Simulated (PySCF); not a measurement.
C$_{2}$H$_{7}$NSi, singlet, at a GFN2-xTB geometry; CASSCF(8,7)/6-31G in PySCF.

Here is a job for PySCF.
```python
from pyscf import gto, scf, mcscf
import numpy

mol = gto.Mole()
mol.atom = '''
    Si   -1.20060054    0.24598305    0.79632468
    H    -1.90415129    1.08316544   -0.22120245
    N     0.21521714   -0.05197327   -0.12587452
    C     1.28167443   -0.85077954    0.40953072
    C     0.50714991    0.41817331   -1.45443859
    H     1.46595937   -1.73090507   -0.21943047
    H     2.21484640   -0.27562277    0.46011572
    H     1.02368426   -1.18596328    1.41165900
    H     1.41722670    1.03109136   -1.45789010
    H     0.66789263   -0.42505966   -2.13784195
    H    -0.31651644    1.01898152   -1.83338634
'''
mol.basis = '6-31g'
mol.verbose = 4
mol.build()

mf = scf.RHF(mol)
mf.kernel()
mc = mcscf.CASSCF(mf, 7, 8)
mc.fix_spin_(ss=0.0)
mc.kernel()
occ = numpy.linalg.eigvalsh(mc.fcisolver.make_rdm1(mc.ci, mc.ncas, mc.nelecas))[::-1]
ss = mc.fcisolver.spin_square(mc.ci, mc.ncas, mc.nelecas)[0]
print('natural occupations', occ.round(4), ' <S^2>', round(ss, 4))
```

It wrote (shortened):

```
PySCF version 2.14.0

[INPUT] verbose = 4
[INPUT] num. atoms = 11
[INPUT] num. electrons = 40
[INPUT] charge = 0
[INPUT] spin (= nelec alpha-beta = 2S) = 0
[INPUT] symmetry False subgroup None
[INPUT] Mole.unit = angstrom
[INPUT] Symbol           X                Y                Z      unit          X                Y                Z       unit  Magmom
[...]
nuclear repulsion = 162.201822646869
number of shells = 36
number of NR pGTOs = 140
number of NR cGTOs = 54
basis = 6-31g
ecp = {}

******** <class 'pyscf.scf.hf.RHF'> ********
method = RHF
initial guess = minao
damping factor = 0
level_shift factor = 0
DIIS = <class 'pyscf.scf.diis.CDIIS'>
diis_start_cycle = 1
diis_space = 8
diis_damp = 0
SCF conv_tol = 1e-09
SCF conv_tol_grad = None
SCF max_cycles = 50
direct_scf = True
direct_scf_tol = 1e-13
Set gradient conv threshold to 3.16228e-05
Initial guess from minao.
init E= -423.55402104987
[...]
cycle= 1 E= -423.018381798432  delta_E= 0.536  |g|= 0.27  |ddm|= 2.88
[...]
cycle= 2 E= -423.047519312733  delta_E= -0.0291  |g|= 0.105  |ddm|= 0.482
[...]
cycle= 3 E= -423.05051439908  delta_E= -0.003  |g|= 0.0386  |ddm|= 0.156
[...]
cycle= 4 E= -423.051128351508  delta_E= -0.000614  |g|= 0.0131  |ddm|= 0.0707
[...]
cycle= 5 E= -423.051182701581  delta_E= -5.44e-05  |g|= 0.0036  |ddm|= 0.0168
[...]
cycle= 6 E= -423.051199423207  delta_E= -1.67e-05  |g|= 0.00121  |ddm|= 0.015
[...]
cycle= 7 E= -423.051201276432  delta_E= -1.85e-06  |g|= 0.000237  |ddm|= 0.00502
[...]
cycle= 8 E= -423.051201333744  delta_E= -5.73e-08  |g|= 4.2e-05  |ddm|= 0.000866
[...]
cycle= 9 E= -423.051201335192  delta_E= -1.45e-09  |g|= 7.48e-06  |ddm|= 0.00016
[...]
cycle= 10 E= -423.051201335242  delta_E= -4.95e-11  |g|= 1.65e-06  |ddm|= 3.2e-05
[...]
Extra cycle  E= -423.051201335245  delta_E= -2.84e-12  |g|= 6.67e-07  |ddm|= 4.97e-06
converged SCF energy = -423.051201335245

******** <class 'pyscf.mcscf.mc1step.CASSCF'> ********
CAS (4e+4e, 7o), ncore = 16, nvir = 31
max_cycle_macro = 50
max_cycle_micro = 4
conv_tol = 1e-07
conv_tol_grad = None
orbital rotation max_stepsize = 0.02
orbital rotation threshold for CI restart = 0.01
augmented hessian ah_max_cycle = 30
augmented hessian ah_conv_tol = 1e-12
augmented hessian ah_linear dependence = 1e-14
augmented hessian ah_level shift = 1e-08
augmented hessian ah_start_tol = 2.5
augmented hessian ah_start_cycle = 3
augmented hessian ah_grad_trust_region = 3
kf_trust_region = 3
kf_interval = 4
ci_response_space = 4
ci_grad_trust_region = 3
with_dep4 0
natorb = False
canonicalization = True
sorting_mo_energy = False
ao2mo_level = 2
internal_rotation = False
******** <class 'pyscf.fci.addons.SpinPenaltyFCISolver'> ********
max. cycles = 50
conv_tol = 1e-08
davidson only = True
linear dependence = 1e-12
level shift = 0.001
max iter space = 12
nroots = 1
pspace_size = 400
spin = None
CASCI E = -423.061216164095  S^2 = 0.0000000
Set conv_tol_grad to 0.000316228
macro iter   1 ( 21 JK    4 micro), CASSCF E = -423.077230931014  dE = -1.60147669e-02  S^2 = 0.0000000
               |grad[o]|=0.0231  |grad[c]|=0.0232  |ddm|= 0.12  |maxRot[o]|=0.244
macro iter   2 ( 21 JK    4 micro), CASSCF E = -423.093596824907  dE = -1.63658939e-02  S^2 = 0.0000000
               |grad[o]|=0.0387  |grad[c]|=0.0218  |ddm|=0.0772  |maxRot[o]|=0.228
macro iter   3 ( 21 JK    4 micro), CASSCF E = -423.103612976326  dE = -1.00161514e-02  S^2 = 0.0000000
               |grad[o]|=0.0284  |grad[c]|=0.022  |ddm|=0.0286  |maxRot[o]|=0.216
macro iter   4 ( 21 JK    4 micro), CASSCF E = -423.105891601093  dE = -2.27862477e-03  S^2 = 0.0000000
               |grad[o]|=0.0121  |grad[c]|=0.017  |ddm|=0.0118  |maxRot[o]|=0.122
macro iter   5 ( 21 JK    4 micro), CASSCF E = -423.107105300955  dE = -1.21369986e-03  S^2 = 0.0000000
               |grad[o]|=0.00707  |grad[c]|=0.013  |ddm|=0.00743  |maxRot[o]|=0.145
macro iter   6 ( 21 JK    4 micro), CASSCF E = -423.108473948010  dE = -1.36864705e-03  S^2 = 0.0000000
               |grad[o]|=0.00586  |grad[c]|=0.00924  |ddm|=0.0101  |maxRot[o]|=0.144
macro iter   7 ( 21 JK    4 micro), CASSCF E = -423.110483969260  dE = -2.01002125e-03  S^2 = 0.0000000
               |grad[o]|=0.00675  |grad[c]|=0.0245  |ddm|=0.0105  |maxRot[o]|=0.172
macro iter   8 ( 21 JK    4 micro), CASSCF E = -423.123176598223  dE = -1.26926290e-02  S^2 = 0.0000000
               |grad[o]|=0.0108  |grad[c]|=0.0478  |ddm|=0.0221  |maxRot[o]|=0.218
macro iter   9 ( 21 JK    4 micro), CASSCF E = -423.128132647452  dE = -4.95604923e-03  S^2 = 0.0000000
               |grad[o]|=0.0153  |grad[c]|=0.0152  |ddm|=0.0105  |maxRot[o]|=0.134
macro iter  10 ( 21 JK    4 micro), CASSCF E = -423.129221761987  dE = -1.08911453e-03  S^2 = 0.0000000
               |grad[o]|=0.0103  |grad[c]|=0.0087  |ddm|=0.00518  |maxRot[o]|=0.0534
macro iter  11 ( 21 JK    4 micro), CASSCF E = -423.129485888124  dE = -2.64126137e-04  S^2 = 0.0000000
               |grad[o]|=0.00647  |grad[c]|=0.00643  |ddm|=0.00235  |maxRot[o]|=0.0312
macro iter  12 ( 21 JK    4 micro), CASSCF E = -423.129607506856  dE = -1.21618732e-04  S^2 = 0.0000000
               |grad[o]|=0.00533  |grad[c]|=0.00575  |ddm|=0.0014  |maxRot[o]|=0.0233
macro iter  13 ( 21 JK    4 micro), CASSCF E = -423.129667251663  dE = -5.97448075e-05  S^2 = 0.0000000
               |grad[o]|=0.0049  |grad[c]|=0.00541  |ddm|=0.000951  |maxRot[o]|=0.0163
macro iter  14 ( 21 JK    4 micro), CASSCF E = -423.129697941981  dE = -3.06903183e-05  S^2 = 0.0000000
               |grad[o]|=0.00472  |grad[c]|=0.00525  |ddm|=0.000689  |maxRot[o]|=0.0117
macro iter  15 ( 21 JK    4 micro), CASSCF E = -423.129714675250  dE = -1.67332687e-05  S^2 = 0.0000000
               |grad[o]|=0.00464  |grad[c]|=0.00517  |ddm|=0.000525  |maxRot[o]|=0.00882
macro iter  16 ( 21 JK    4 micro), CASSCF E = -423.129724569545  dE = -9.89429520e-06  S^2 = 0.0000000
               |grad[o]|=0.0046  |grad[c]|=0.00513  |ddm|=0.000419  |maxRot[o]|=0.00706
[...]
macro iter  22 ( 21 JK    4 micro), CASSCF E = -423.129748220713  dE = -2.52447785e-06  S^2 = 0.0000000
               |grad[o]|=0.00451  |grad[c]|=0.00507  |ddm|=0.000249  |maxRot[o]|=0.00347
macro iter  23 ( 21 JK    4 micro), CASSCF E = -423.129750471315  dE = -2.25060182e-06  S^2 = 0.0000000
               |grad[o]|=0.0045  |grad[c]|=0.00507  |ddm|=0.000245  |maxRot[o]|=0.00312
macro iter  24 ( 21 JK    4 micro), CASSCF E = -423.129752487441  dE = -2.01612596e-06  S^2 = 0.0000000
               |grad[o]|=0.0045  |grad[c]|=0.00507  |ddm|=0.000243  |maxRot[o]|=0.00281
macro iter  25 ( 21 JK    4 micro), CASSCF E = -423.129754302611  dE = -1.81517038e-06  S^2 = 0.0000000
               |grad[o]|=0.00449  |grad[c]|=0.00506  |ddm|=0.000242  |maxRot[o]|=0.00253
macro iter  26 ( 21 JK    4 micro), CASSCF E = -423.129755943698  dE = -1.64108724e-06  S^2 = 0.0000000
               |grad[o]|=0.00449  |grad[c]|=0.00506  |ddm|=0.000242  |maxRot[o]|=0.00228
macro iter  27 ( 21 JK    4 micro), CASSCF E = -423.129757438768  dE = -1.49507002e-06  S^2 = 0.0000000
               |grad[o]|=0.00449  |grad[c]|=0.00506  |ddm|=0.000242  |maxRot[o]|=0.00208
macro iter  28 ( 11 JK    2 micro), CASSCF E = -423.129757633492  dE = -1.94723214e-07  S^2 = 0.0000000
               |grad[o]|=0.00449  |grad[c]|=0.0043  |ddm|=2.92e-05  |maxRot[o]|=0.000174
macro iter  29 ( 21 JK    4 micro), CASSCF E = -423.129759257234  dE = -1.62374232e-06  S^2 = 0.0000000
               |grad[o]|=0.00448  |grad[c]|=0.00506  |ddm|=0.000245  |maxRot[o]|=0.00234
macro iter  30 ( 11 JK    2 micro), CASSCF E = -423.129759355852  dE = -9.86177611e-08  S^2 = 0.0000000
               |grad[o]|=0.00448  |grad[c]|=0.00429  |ddm|=2.79e-05  |maxRot[o]|=4.23e-05
macro iter  31 ( 21 JK    4 micro), CASSCF E = -423.129816160032  dE = -5.68041799e-05  S^2 = 0.0000000
               |grad[o]|=0.00448  |grad[c]|=0.00162  |ddm|=9.41e-05  |maxRot[o]|=0.0563
macro iter  32 ( 21 JK    4 micro), CASSCF E = -423.129832749587  dE = -1.65895557e-05  S^2 = 0.0000000
               |grad[o]|=0.00384  |grad[c]|=0.00275  |ddm|=0.000141  |maxRot[o]|=0.0147
macro iter  33 ( 21 JK    4 micro), CASSCF E = -423.129837845034  dE = -5.09544634e-06  S^2 = 0.0000000
               |grad[o]|=0.00299  |grad[c]|=0.00367  |ddm|=0.00018  |maxRot[o]|=0.00448
macro iter  34 ( 21 JK    4 micro), CASSCF E = -423.129833244248  dE =  4.60078530e-06  S^2 = 0.0000000
               |grad[o]|=0.00277  |grad[c]|=0.00419  |ddm|=0.000204  |maxRot[o]|=0.00455
macro iter  35 ( 21 JK    4 micro), CASSCF E = -423.129867629733  dE = -3.43854846e-05  S^2 = 0.0000000
               |grad[o]|=0.00296  |grad[c]|=0.00118  |ddm|=7.29e-05  |maxRot[o]|=0.0322
macro iter  36 ( 21 JK    4 micro), CASSCF E = -423.129880105815  dE = -1.24760826e-05  S^2 = 0.0000000
               |grad[o]|=0.00248  |grad[c]|=0.00251  |ddm|=0.000126  |maxRot[o]|=0.0153
macro iter  37 ( 21 JK    4 micro), CASSCF E = -423.129890983114  dE = -1.08772989e-05  S^2 = 0.0000000
               |grad[o]|=0.00204  |grad[c]|=0.00361  |ddm|=0.000196  |maxRot[o]|=0.0155
macro iter  38 (  7 JK    2 micro), CASSCF E = -423.129996554084  dE = -1.05570969e-04  S^2 = 0.0000000
               |grad[o]|=0.00208  |grad[c]|=0.00178  |ddm|=0.000178  |maxRot[o]|=0.059
macro iter  39 (  7 JK    2 micro), CASSCF E = -423.130114006995  dE = -1.17452911e-04  S^2 = 0.0000000
               |grad[o]|=0.00185  |grad[c]|=0.00292  |ddm|=0.000207  |maxRot[o]|=0.0642
macro iter  40 (  7 JK    2 micro), CASSCF E = -423.130231201657  dE = -1.17194662e-04  S^2 = 0.0000000
               |grad[o]|=0.00161  |grad[c]|=0.00419  |ddm|=0.000226  |maxRot[o]|=0.067
macro iter  41 (  7 JK    2 micro), CASSCF E = -423.130339709548  dE = -1.08507891e-04  S^2 = 0.0000000
               |grad[o]|=0.00138  |grad[c]|=0.00525  |ddm|=0.000271  |maxRot[o]|=0.0684
macro iter  42 (  7 JK    2 micro), CASSCF E = -423.130434532517  dE = -9.48229691e-05  S^2 = 0.0000000
               |grad[o]|=0.00119  |grad[c]|=0.00589  |ddm|=0.000354  |maxRot[o]|=0.0691
macro iter  43 (  7 JK    2 micro), CASSCF E = -423.130511591778  dE = -7.70592611e-05  S^2 = 0.0000000
               |grad[o]|=0.00105  |grad[c]|=0.00597  |ddm|=0.000485  |maxRot[o]|=0.0695
macro iter  44 (  7 JK    2 micro), CASSCF E = -423.130568397447  dE = -5.68056689e-05  S^2 = 0.0000000
               |grad[o]|=0.000958  |grad[c]|=0.00542  |ddm|=0.000711  |maxRot[o]|=0.0694
macro iter  45 (  7 JK    2 micro), CASSCF E = -423.130604718836  dE = -3.63213887e-05  S^2 = 0.0000000
               |grad[o]|=0.000885  |grad[c]|=0.00403  |ddm|=0.00115  |maxRot[o]|=0.0698
macro iter  46 (  7 JK    2 micro), CASSCF E = -423.130622810544  dE = -1.80917080e-05  S^2 = 0.0000000
               |grad[o]|=0.000777  |grad[c]|=0.00165  |ddm|=0.00143  |maxRot[o]|=0.0442
macro iter  47 ( 16 JK    4 micro), CASSCF E = -423.130583057171  dE =  3.97533728e-05  S^2 = 0.0000000
               |grad[o]|=0.000649  |grad[c]|=0.0111  |ddm|=0.00219  |maxRot[o]|= 0.12
macro iter  48 ( 21 JK    4 micro), CASSCF E = -423.130584650391  dE = -1.59321968e-06  S^2 = 0.0000000
               |grad[o]|=0.000773  |grad[c]|=0.00119  |ddm|=0.000119  |maxRot[o]|=0.00147
macro iter  49 (  7 JK    2 micro), CASSCF E = -423.130601161079  dE = -1.65106886e-05  S^2 = 0.0000000
               |grad[o]|=0.000449  |grad[c]|=0.000557  |ddm|=0.000341  |maxRot[o]|=0.0383
macro iter  50 (  7 JK    2 micro), CASSCF E = -423.130618179457  dE = -1.70183782e-05  S^2 = 0.0000000
               |grad[o]|=0.00029  |grad[c]|=0.0013  |ddm|=0.000635  |maxRot[o]|=0.0518
1-step CASSCF not converged,  50 macro (871 JK 174 micro) steps
CASSCF canonicalization
Density matrix diagonal elements [1.97925929 1.97906946 1.95901518 1.9967733  0.04132115 0.02294128
 0.02162034]
CASSCF energy = -423.130618179457
CASCI E = -423.130618179457  E(CI) = -15.9380816122612  S^2 = 0.0000000
natural occupations [1.9988 1.9801 1.9765 1.9639 0.0364 0.0228 0.0214]  <S^2> 0.0
```

The run did not converge; its last values are not results.
